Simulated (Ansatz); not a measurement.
Species: AlI2, charge 1, singlet. AlI2+ (SMILES [I][Al+][I]).
B3LYP-D3(BJ)/def2-TZVP minimum from Ansatz (a program for electronic structure):
```xyz
3

Al     0.0000     0.0000     0.0000
I      0.0000     0.0000     2.3695
I      0.0000     0.0000    -2.3695
```
Charge +1, spin multiplicity 1.

Total energies in def2-SVP, 16 correlated electrons, 23 frozen orbitals. Radicals and triplets start from unrestricted determinants; spin-orbit coupling is neglected. Correlated methods leave the cores frozen (noble-gas shells, and filled d and f shells in the p block). Past Kr the def2 sets carry scalar-relativistic core potentials. Spin-orbit terms, left out, reach several kcal/mol for Br and I, and more for heavier atoms. The spin of AlI2+ ([I][Al+][I], singlet) was assumed, and the state is the lowest solution found for it.

```tsv
method	program	energy (Eh)	minus CCSDT(Q) (mEh)
HF	Ansatz	-834.98963	264.36
MP2	Ansatz	-835.22222	31.77
CCSD	Ansatz	-835.24420	9.79
CCSD(T)	Ansatz	-835.25250	1.48
CCSDT(Q)	Ansatz	-835.25399	0.00
```

Rough core times of Ansatz's runs on a shared machine: CCSD(T) under 20 s, CCSDT(Q) 50 s.
